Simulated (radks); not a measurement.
Problem. Sm15+, configuration [Kr] 4d10 4f1. Calculated with a radial shooting solver on a logarithmic mesh with Libxc functionals: scalar-relativistic Kohn-Sham, exchange-only LDA, spin-polarised, spherical densities, point nucleus; open shells are filled with parallel spins first (spin-orbit coupling, left out, can overturn this in heavy ions). Some entries of the table are withheld. Estimate them.

orbital,occ.,eigenvalue (eV),<r^2> (bohr^2)
1s down,1,-46947.94,0.0007057
1s up,1,-46947.93,0.0007057
2s up,1,-7934.661,0.01113
2s down,1,-7934.642,0.01112
2p up,3,-7114.651,0.008925
2p down,3,-7114.640,0.008925
3s up,1,-1984.546,0.07433
3s down,1,-1983.926,0.07430
3p up,3,-1728.157,0.07435
3p down,3,-1727.543,0.07432
3d up,5,-1380.211,0.06268
3d down,5,-1379.731,0.06264
4s up,1,-632.3702,0.3621
4s down,1,-631.0451,0.3621
4p up,3,-545.7856,0.4004
4p down,3,-544.4779,0.4005
4d up,5,-423.8387,0.4550
4d down,5,-422.5459,0.4551
4f up,1,-288.9618,(1)
4f down,0,-287.6373,(2)
5s up,0,-285.5432,1.404
5s down,0,-284.4763,1.407
5p up,0,-254.3850,1.599
5p down,0,-253.3650,1.602

Solution. 
(1) 4f up <r^2> (bohr^2): 0.5281
(2) 4f down <r^2> (bohr^2): 0.5289
